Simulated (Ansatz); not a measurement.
Dissociation curve of SMILES [F][Mg][F]. The Mg1–F3 bond (Mg1 also carries F; F3 carries nothing else) is pulled apart rigidly from the PBE0/def2-TZVP optimised geometry.

Calculation: CCSD(T) on UHF/cc-pVDZ, frozen core run with Ansatz (a first-principles code).

Relative to R = 1.75 Å, what are the energies at R = 1.95, 2.31, 2.89, 3.19 Å?

7.0 kcal/mol at 1.95 Å, 37.3 kcal/mol at 2.31 Å, 87.7 kcal/mol at 2.89 Å, 106.0 kcal/mol at 3.19 Å.

The unrestricted determinant behind UCCSD(T) is spin-contaminated at 2.89 to 5.06 Å (<S²> up to 1.0, against 0.00 for a pure singlet).
